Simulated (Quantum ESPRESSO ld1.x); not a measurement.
Cd V, configuration [Ar] 3d10 4s1.5 4p6 4d8 5p0.5 (fractional occupations, a model configuration). Method: scalar-relativistic Kohn-Sham, LDA (Slater exchange, VWN5 correlation), spin-polarised, spherical densities, point nucleus; open shells are filled with parallel spins first; computed with ld1.x of Quantum ESPRESSO 7.5.

Unscreened Slater integrals over Kohn-Sham orbitals (hartree). They are taken over the spin-up orbitals. Empty in this configuration: 5s.

\begin{tabular}{lr}
integral & value \\ \hline
F0(5p,5p) & 0.38012 \\
F2(5p,5p) & 0.20765 \\
F0(5p,4d) & 0.46549 \\
F2(5p,4d) & 0.14797 \\
G1(5p,4d) & 0.053210 \\
G3(5p,4d) & 0.048895 \\
F0(5p,4p) & 0.47718 \\
F2(5p,4p) & 0.12496 \\
G0(5p,4p) & 0.026421 \\
G2(5p,4p) & 0.034245 \\
F0(5p,4s) & 0.48142 \\
G1(5p,4s) & 0.036269 \\
F0(5p,5s) & 0.40263 \\
G1(5p,5s) & 0.27040 \\
F0(4d,4d) & 0.79886 \\
F2(4d,4d) & 0.40431 \\
F4(4d,4d) & 0.26726 \\
F0(4d,4p) & 0.86850 \\
F2(4d,4p) & 0.43781 \\
G1(4d,4p) & 0.55523 \\
G3(4d,4p) & 0.34225 \\
F0(4d,4s) & 0.89434 \\
G2(4d,4s) & 0.41679 \\
F0(4d,5s) & 0.51746 \\
G2(4d,5s) & 0.079212 \\
F0(4p,4p) & 0.96043 \\
F2(4p,4p) & 0.50424 \\
F0(4p,4s) & 0.99593 \\
G1(4p,4s) & 0.67702 \\
F0(4p,5s) & 0.53265 \\
G1(4p,5s) & 0.042483 \\
F0(4s,4s) & 1.0363 \\
F0(4s,5s) & 0.53795 \\
G0(4s,5s) & 0.028935 \\
F0(5s,5s) & 0.43166 \\
\end{tabular}

Derived for the open shells (J is the average intra-shell exchange parameter used in DFT+U). 4d: Racah B = F2/49 - 5 F4/441 = 0.005221 hartree, C = 35 F4/441 = 0.02121 hartree, C/B = 4.06, F4/F2 = 0.661, J = (F2 + F4)/14 = 0.04797 hartree. 5p: J = F2/5 = 0.04153 hartree.
